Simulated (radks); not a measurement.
Species: a nucleus of charge 63.6 with 62 electrons. Configuration: [Xe] 4f7 6s1. Calculated with a radial shooting solver on a logarithmic mesh with Libxc functionals: Dirac Kohn-Sham, PBE, spin-unpolarised, spherical densities, point nucleus; open shells fill j = l - 1/2 first.

Unscreened Slater integrals over Kohn-Sham orbitals (eV). Large and small components are both included.

\begin{tabular}{lr}
integral & value \\ \hline
F0(6s1/2,6s1/2) & 6.9688 \\
F0(6s1/2,4f7/2) & 9.0278 \\
G3(6s1/2,4f7/2) & 0.38551 \\
F0(6s1/2,4f5/2) & 9.0369 \\
G3(6s1/2,4f5/2) & 0.37633 \\
F0(6s1/2,5p3/2) & 8.5638 \\
G1(6s1/2,5p3/2) & 0.76061 \\
F0(4f7/2,4f7/2) & 28.307 \\
F2(4f7/2,4f7/2) & 13.136 \\
F4(4f7/2,4f7/2) & 8.1800 \\
F6(4f7/2,4f7/2) & 5.8677 \\
F0(4f7/2,4f5/2) & 28.505 \\
F2(4f7/2,4f5/2) & 13.238 \\
F4(4f7/2,4f5/2) & 8.2458 \\
G2(4f7/2,4f5/2) & 13.211 \\
G4(4f7/2,4f5/2) & 8.2295 \\
G6(4f7/2,4f5/2) & 5.9041 \\
F0(4f7/2,5p3/2) & 18.219 \\
F2(4f7/2,5p3/2) & 6.3669 \\
G2(4f7/2,5p3/2) & 3.4855 \\
G4(4f7/2,5p3/2) & 2.6504 \\
F0(4f5/2,4f5/2) & 28.706 \\
F2(4f5/2,4f5/2) & 13.343 \\
F4(4f5/2,4f5/2) & 8.3139 \\
F0(4f5/2,5p3/2) & 18.274 \\
F2(4f5/2,5p3/2) & 6.3252 \\
G2(4f5/2,5p3/2) & 3.4118 \\
G4(4f5/2,5p3/2) & 2.6033 \\
F0(5p3/2,5p3/2) & 15.288 \\
F2(5p3/2,5p3/2) & 8.2325 \\
\end{tabular}
